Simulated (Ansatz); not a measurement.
Reaction (formal exchange of groups at the Si–C bond): `C#C[SiH2]F` + `CNCOC` → `COC[SiH2]F` + `C#CNC`

Computed with Ansatz on PBE0-D4/def2-TZVP structures; ΔE is electronic, products minus reactants. CCSD(T)/CBS adds triple-zeta CCSD(T) − MP2 to the extrapolated MP2 energy (def2 sets, frozen cores). This one scheme is used for every species. Functionals use def2-TZVPP. B3LYP here is the variant with VWN-RPA as its local correlation; programs differ in this. One conformer a species, not always the lowest.

(1) Is it downhill or uphill in electronic energy at CCSD(T)/CBS, and by how much? (Estimate.)

(2) What do these levels give: PBE-D4, r2SCAN-D4, B3LYP-D4, ωB97X-V, B2PLYP, PBE0, MP2/def2-TZVPP, SCS-MP2/def2-TZVPP, HF/def2-QZVPP, SCS-MP2/def2-QZVPP, HF/CBS(def2), CCSD/CBS(def2)? (An estimate is asked.)

Largest T1 diagnostic among the species: 0.012.

Results:

(1) Computed: Uphill: ΔE = +18.8 kcal/mol.

(2) The calculation gave: PBE-D4 13.3, r2SCAN-D4 15.8, B3LYP-D4 15.0, ωB97X-V 16.2, B2PLYP 17.0, PBE0 14.0, MP2/def2-TZVPP 19.5, SCS-MP2/def2-TZVPP 19.8, HF/def2-QZVPP 18.2, SCS-MP2/def2-QZVPP 19.5, HF/CBS(def2) 18.2, CCSD/CBS(def2) 18.6 kcal/mol.

From PBE to PBE0 (25 % exact exchange), in def2-TZVPP and without D4, ΔE moves by +0.9 kcal/mol. In def2-TZVPP, CCSD(T) changes the Hartree–Fock value by +1.0 kcal/mol (the triples alone add +0.2 kcal/mol) and MP2 by +1.3 kcal/mol.
